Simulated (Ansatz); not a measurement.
Strength of the C–Si bond: SiH2(CF3)(CH3) → SiH2(CF3) + CH3

Gas-phase species: SiH2(CF3)(CH3), singlet; SiH2(CF3), doublet; CH3 `[CH3]`, doublet. The bond broken is the one whose loss leaves SiH2(CF3) `FC(F)(F)[SiH2]`, relaxed to its own shape; its unpaired electron may spread away from that site.

Shapes, held fixed at every level: PBE0-D4/def2-TZVP. Programs: Ansatz 0.2.0. The zero-point and thermal change to 298 K, harmonic and unscaled (PBE0-D4/def2-TZVP), is -17.4 kJ/mol.

```json
{"level": "MP2/def2-TZVPP", "kind": "perturbation theory", "ΔH(298 K) (kJ/mol)": "+389.4", "less CCSD(T)/CBS estimate": "+1.5"}
{"level": "HF/def2-SVP", "kind": "Hartree–Fock", "ΔH(298 K) (kJ/mol)": "+275.2", "less CCSD(T)/CBS estimate": "-112.7"}
{"level": "r2SCAN-D4/def2-TZVPP", "kind": "meta-GGA", "ΔH(298 K) (kJ/mol)": "+356.6", "less CCSD(T)/CBS estimate": "-31.3"}
{"level": "B3LYP-D4/def2-TZVPP", "kind": "global hybrid", "ΔH(298 K) (kJ/mol)": "+367.5", "less CCSD(T)/CBS estimate": "-20.4"}
{"level": "BHLYP-D4/def2-TZVPP", "kind": "global hybrid", "ΔH(298 K) (kJ/mol)": "+365.3", "less CCSD(T)/CBS estimate": "-22.6"}
{"level": "CCSD(T)/def2-SVP", "kind": "coupled cluster or CI", "ΔH(298 K) (kJ/mol)": "+364.1", "less CCSD(T)/CBS estimate": "-23.8"}
{"level": "CCSD(T)/def2-TZVPP", "kind": "coupled cluster or CI", "ΔH(298 K) (kJ/mol)": "+377.4", "less CCSD(T)/CBS estimate": "-10.5"}
{"level": "CCSD(T)/CBS estimate", "kind": "coupled cluster or CI", "ΔH(298 K) (kJ/mol)": "+387.9", "less CCSD(T)/CBS estimate": "0.0"}
```

The highest level, CCSD(T)/CBS estimate, gives ΔH(298 K) = +387.9 kJ/mol; the levels span +275.2 to +389.4. The column of differences is taken from that level and isn't an error. Hartree–Fock misses the correlation of the pair that is broken and comes out low. No measured value is set beside it here. Open shells run unrestricted. The CBS estimate extrapolates MP2 from def2-TZVPP and def2-QZVPP and adds CCSD(T) − MP2 in the triple-zeta set, cores frozen.
